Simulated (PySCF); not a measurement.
## B (boron, neutral) across methods

[He] 2s1 2p1 3d1, one real determinant (an excited configuration). Calculation: PySCF 2.14, in aug-cc-pV5Z; the non-relativistic Hamiltonian (point nucleus).

```
 method  E (hartree)  mean ε 2s α (eV)  mean ε 2p α (eV)  mean ε 3d α (eV)  Σ⟨r²⟩ (bohr²)   ⟨S²⟩
   PBE0     -24.2126           -17.333           -11.515            -0.435          47.59  3.750
    UHF    -24.15606           -21.875           -15.810            -0.916          47.88  3.750
    PBE     -24.2081           -15.698            -9.995            -0.206          47.55  3.750
 r2SCAN     -24.2350           -16.148           -10.420            -0.073          47.69  3.750
  HSE06     -24.2174           -16.898           -11.127            -0.158          47.65  3.750
wB97X-V     -24.2264           -19.824           -13.913            -1.101          47.28  3.750
    LDA     -23.9445           -15.574            -9.798            -0.058          46.78  3.750
   MN15     -24.1974           -17.369           -11.199             0.419          43.83  3.750
```

⟨L²⟩ = 8.00 against 12 for a pure F term, so this real determinant mixes terms. The outer electron is Rydberg-like, and this basis confines it to a smaller radius and binds it less than a complete one would.

The highest occupied level is positive at MN15: only the finite basis holds that electron, which in a density functional comes from self-interaction.
